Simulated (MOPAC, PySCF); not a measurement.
Constitutional and geometric isomers with formula CH8Si2. Gas-phase values, no solvent. Strings in code marks are SMILES.

Quantity: vertical ionisation energy (energy after one electron is removed minus that of the parent at the parent's geometry), in eV.

Level 1: PBE0-D4/def2-TZVP (PySCF)
Level 2: minus the HOMO energy of AM1 // PBE0-D4/def2-TZVP (MOPAC)
Level 3: minus the HOMO energy of B3LYP-D3(BJ)/def2-TZVP // PBE0-D4/def2-TZVP (PySCF)
Level 4: minus the HOMO energy of B3LYP/6-31G* // PBE0-D4/def2-TZVP (PySCF)

| species | level 1 | level 2 | level 3 | level 4 |
|---|---|---|---|---|
| `[SiH3]C[SiH3]` | 10.80 | 11.20 | 8.58 | 8.46 |
| `C[SiH2][SiH3]` | 10.06 | 10.49 | 7.84 | 7.73 |
